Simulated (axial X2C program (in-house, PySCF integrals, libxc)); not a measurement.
## Low determinants of WAs at the PBE0 level, without spin–orbit coupling

Computed with an axial X2C code built on PySCF integrals. Spin-free means the one-electron spin-free X2C Hamiltonian. Basis: W dyall-cv3z [13s14p9d7f4g], As dyall-cv3z [9s9p6d4f1g] (cores contracted in-house); Gaussian nuclei, density fitting, unrestricted open shells. Masses: W 183.951 u, As 74.922 u.

Search at 2.255 Å (vertical energies from the lowest determinant):

```json
{"ΔE (eV)": "0.00", "state": "M_S = 3/2, Λ = 0", "electrons beyond evenly filled partner blocks": "σα, δ+α, δ-α", "electrons in σ, π, δ, φ": "41 44 18 4"}
{"ΔE (eV)": "1.08", "state": "M_S = 1/2, Λ = 2", "electrons beyond evenly filled partner blocks": "δ+α", "electrons in σ, π, δ, φ": "42 44 17 4"}
{"ΔE (eV)": "1.70", "state": "M_S = 5/2, Λ = 0", "electrons beyond evenly filled partner blocks": "σα, π+α, π+β, 2 × π-α, δ+α, δ-α", "electrons in σ, π, δ, φ": "41 44 18 4"}
{"ΔE (eV)": "1.70", "state": "M_S = 5/2, Λ = 2", "electrons beyond evenly filled partner blocks": "σα, 2 × π+α, π+β, π-α, δ+α, δ-α", "electrons in σ, π, δ, φ": "41 44 18 4"}
{"ΔE (eV)": "1.82", "state": "M_S = 3/2, Λ = 3", "electrons beyond evenly filled partner blocks": "σα, π+α, δ+α", "electrons in σ, π, δ, φ": "41 45 17 4"}
{"ΔE (eV)": "1.88", "state": "M_S = 3/2, Λ = 1", "electrons beyond evenly filled partner blocks": "σα, π-α, δ+α", "electrons in σ, π, δ, φ": "41 45 17 4"}
{"ΔE (eV)": "1.91", "state": "M_S = 3/2, Λ = 1", "electrons beyond evenly filled partner blocks": "π+α, π+β, π-α, δ+α, δ-α", "electrons in σ, π, δ, φ": "42 43 18 4"}
```

Lowest determinant, M_S = 3/2, Λ = 0 (beyond evenly filled blocks: σα, δ+α, δ-α): Re = 2.238 Å, ωe = 310.6 cm⁻¹.

The determinant in row 2 of the search, M_S = 1/2, Λ = 2 (beyond evenly filled blocks: δ+α), was followed along the bond at PBE0; measured from the minimum of the lowest determinant it gives:

Te = 1.024 eV (8257 cm⁻¹), Re = 2.180 Å, ωe = 363.1 cm⁻¹.

Compare the bond of the determinant in row 2 with that of the lowest one.

At PBE0 its Re is 0.058 Å shorter and its force constant, which goes as ωe², is 1.37 times that of the lowest determinant. This determinant mixes spin states, so it has no term energy of its own.

The search compares states at one distance, so a state with another bond length can lie lower; it is not exhaustive and yields mostly the lowest determinant of each block pattern, so other components and higher states of one pattern are missing. These are energies of single determinants, not of spin-adapted states; PBE0 term energies can be off by some tenths of an eV, and the functional has no current term. Spin–orbit coupling is large for these atoms, so the spin-free order is a model. Row 1 is spin-contaminated (⟨S²⟩ = 4.28 against 3.75), so its values are not those of a pure state. Row 2 is spin-contaminated (⟨S²⟩ = 0.93 against 0.75), so its values are not those of a pure state.
